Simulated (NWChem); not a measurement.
System: C₂H₄BFO₂; SMILES FB1OC(C)O1

```xyz
10

C     -0.5212    -2.0261     0.0000
C      0.4466    -0.8849     0.0000
O      0.2203     0.0673     1.0484
B      0.0215     0.9313     0.0000
F     -0.2685     2.2065     0.0000
O      0.2203     0.0673    -1.0484
H     -0.3670    -2.6475     0.8938
H     -0.3670    -2.6475    -0.8938
H     -1.5524    -1.6456     0.0000
H      1.5001    -1.2123     0.0000
```
Atoms are numbered in this order, from 1.

Level: PBE0/def2-SVP (NWChem), optimised geometry, unscaled harmonic frequencies. 

Question: List the harmonic frequencies with IR intensities, and the thermochemistry.

Answer: 
| frequency (cm⁻¹) | IR intensity (km/mol) |
|---|---|
| 148 | 0.2 |
| 239 | 0.1 |
| 328 | 0.1 |
| 454 | 2.6 |
| 477 | 1.1 |
| 659 | 18.3 |
| 707 | 47.3 |
| 872 | 16.9 |
| 876 | 19.6 |
| 1025 | 11.3 |
| 1041 | 0.5 |
| 1144 | 53.6 |
| 1181 | 108.4 |
| 1201 | 71.2 |
| 1371 | 19.2 |
| 1398 | 183.1 |
| 1425 | 121.5 |
| 1456 | 3.9 |
| 1456 | 43.6 |
| 1618 | 447.7 |
| 3073 | 2.4 |
| 3101 | 29.1 |
| 3182 | 3.1 |
| 3185 | 6.9 |

```
Property                                                                           Result
-----------------------------------------------------------------------  ----------------
zero-point energy                                                           45.2 kcal/mol
thermal correction to the enthalpy at 298.15 K (with zero-point energy)     49.2 kcal/mol
heat capacity Cv                                                         18.6 cal/(mol K)
entropy at 298.15 K and 1 atm (symmetry number 1)                        74.1 cal/(mol K)
dipole moment                                                                      2.29 D
```

Rigid rotor and harmonic oscillator.
